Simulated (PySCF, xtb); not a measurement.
AlFCl₂, SMILES [F][Al]([Cl])[Cl].

xtb with GFN2-xTB at its own geometry gives an orbital gap of 4.69 eV and a dipole moment of 1.37 D.

Coordinates come from a PBE0-D3(BJ)/def2-SVP optimisation.

**Question.** What does PySCF with M06-2X/def2-TZVPD give? (The exact figures need the calculation; the answer reports its results.)

**Answer.** gap 9.87 eV (levels -11.05 and -1.18 eV), dipole 0.56 D.
